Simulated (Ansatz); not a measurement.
Gas-phase electronic energies from Ansatz, PBE0-D4/def2-TZVP geometries. CBS: MP2 limit from def2 TZ/QZ plus the TZ coupled-cluster correction, frozen cores. Functionals use def2-TZVPP. For Ge, Se outer-core shells are correlated without core-valence functions, which leaves a few kJ/mol of doubt a bond. Scalar relativity is left out up to krypton. One conformer a species, not always the lowest.

Consider the ligand exchange at a B–Se bond: `B[Se][SiH2]F` + `O[SiH2][GeH2][F]` → `BO[SiH2][GeH2][F]` + `F[SiH2][SeH]`.

`B[Se][SiH2]F`:

Cartesian coordinates in Å:
```
B 0.356 -0.206 1.746
Se -1.243 -0.390 0.707
Si -0.345 0.176 -1.305
F 0.291 -1.110 -2.005
H 0.265 -0.456 2.907
H 1.375 0.148 1.240
H 0.733 1.169 -1.111
H -1.433 0.669 -2.179
```

`O[SiH2][GeH2][F]`:

Z-matrix (Å, degrees):
```
Si
Ge 1 2.398
O 1 1.645 2 103.4
H 1 1.486 2 111.5 3 -119.3
H 1 1.485 2 111.5 3 119.3
F 2 1.770 1 97.5 3 0.2
H 2 1.539 1 118.4 3 111.8
H 2 1.539 1 118.4 3 -111.4
H 3 0.962 1 115.2 2 -0.2
```

`BO[SiH2][GeH2][F]`:

Cartesian coordinates in Å:
```
B 1.148 1.990 -0.533
O 0.260 1.348 0.256
Si 0.280 -0.165 0.932
Ge -1.339 -1.500 -0.211
F -0.796 -1.553 -1.876
H 2.194 1.464 -0.809
H 0.858 3.083 -0.927
H -0.087 -0.031 2.364
H 1.629 -0.774 0.807
H -2.753 -0.897 -0.261
H -1.394 -2.965 0.257
```

`F[SiH2][SeH]`:

Cartesian coordinates in Å:
```
F -0.112 -1.026 1.481
Si -0.280 0.184 0.452
Se 1.376 0.241 -1.081
H -1.594 0.008 -0.203
H -0.178 1.449 1.211
H 0.788 -0.856 -1.860
```

```
             level  ΔE (kJ/mol)
         r2SCAN-D4        -46.7
           PBE0-D4        -45.5
           ωB97M-V        -53.1
            B2PLYP        -55.1
              PBE0        -46.4
     HF/def2-TZVPP        -73.4
    MP2/def2-QZVPP        -45.6
SCS-MP2/def2-QZVPP        -52.6
```

(1) What does CCSD(T)/CBS give? (An estimate is asked.)

Largest T1 diagnostic among the species: 0.013.

## Answers

(1) Ansatz gave: -47.4 kJ/mol. The listed levels differ from it by 0.7, 1.9, -5.7, -7.7, 1.0, -26.0, 1.8, -5.2 kJ/mol.

In def2-TZVPP, CCSD(T) changes the Hartree–Fock value by +22.2 kJ/mol (the triples alone add +3.9 kJ/mol) and MP2 by +26.3 kJ/mol. From PBE to PBE0 (25 % exact exchange), in def2-TZVPP and without D4, ΔE moves by −3.5 kJ/mol.
